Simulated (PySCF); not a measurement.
siletan-1-amine (C₃H₉NSi), SMILES N[SiH]1CCC1.

Geometry: PBE-D3(BJ)/def2-SVP. Other conformers were not sampled.

Computed with PySCF 2.14.0 with PBE-D3(BJ)/def2-SVP.

Frequencies are harmonic and unscaled.

```csv
mode,ν (cm⁻¹),IR (km/mol),moving atoms (share of kinetic energy)
1,120,1.6,"H 44 %, C 28 %, N 15 %, Si 12 %"
2,158,9.0,"H 53 %, N 23 %, C 17 %"
3,250,7.3,"H 56 %, Si 20 %, C 17 %"
4,271,47.3,"H 71 %, Si 12 %, C 9 %, N 9 %"
5,342,144.3,"H 70 %, N 25 %"
6,435,3.0,"C 43 %, H 26 %, Si 18 %, N 13 %"
7,545,2.6,"H 88 %, C 10 %"
8,622,16.0,"H 58 %, C 25 %, Si 13 %"
9,633,31.2,"C 45 %, H 29 %, Si 25 %"
10,678,9.3,"H 84 %, C 13 %"
11,773,70.1,"H 77 %, C 12 %, Si 11 %"
12,795,25.0,"H 45 %, C 42 %, N 10 %"
13,840,19.3,"H 43 %, N 30 %, Si 19 %"
14,870,34.9,"H 54 %, C 32 %, Si 11 %"
15,878,65.5,"H 68 %, C 19 %"
16,929,28.4,"H 82 %, C 11 %"
17,931,89.5,"H 54 %, C 27 %, Si 14 %"
18,945,7.1,"C 66 %, H 34 %"
19,1018,0.5,"H 70 %, C 30 %"
20,1104,38.0,"H 54 %, C 44 %"
21,1165,1.8,"H 71 %, C 29 %"
22,1189,2.6,"H 80 %, C 20 %"
23,1235,1.1,"H 77 %, C 23 %"
24,1358,5.4,"H 91 %, C 9 %"
25,1379,6.5,"H 91 %, C 9 %"
26,1417,1.0,"H 91 %, C 9 %"
27,1490,39.4,"H 89 %, N 10 %"
28,2148,144.3,H 97 %
29,2970,44.7,H 95 %
30,2986,16.4,H 94 %
31,2988,7.5,H 94 %
32,3022,20.1,"H 90 %, C 10 %"
33,3063,16.4,"H 91 %, C 9 %"
34,3066,13.9,"H 91 %, C 9 %"
35,3499,23.4,H 96 %
36,3597,22.8,"H 91 %, N 9 %"
```
